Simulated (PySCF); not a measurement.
Level of theory: TPSSh-D3(BJ)/def2-TZVP // r2SCAN-D4/def2-SVP (PySCF). Gas-phase values, no solvent. One relaxed conformer stands for a flexible species; it need not be the lowest. 

Reference species: [Hf(NH2)4] (neutral, multiplicity 1).

- coordination number = 4
- charge on the central atom (Mulliken) = 1.42 e
- HOMO–LUMO gap = 5.82 eV

Changed species: [Hf(F)(NH2)3] (3 of 4 F replaced by NH2; the reference has 4 of 4 F replaced by NH2).

What does the change do to the coordination number, charge on the central atom (Mulliken) and HOMO–LUMO gap?

the coordination number is nearly the same; the charge on the central atom (Mulliken) goes up by 0.05 e, to 1.47 e; the HOMO–LUMO gap rises by 0.17 eV, to 5.99 eV.
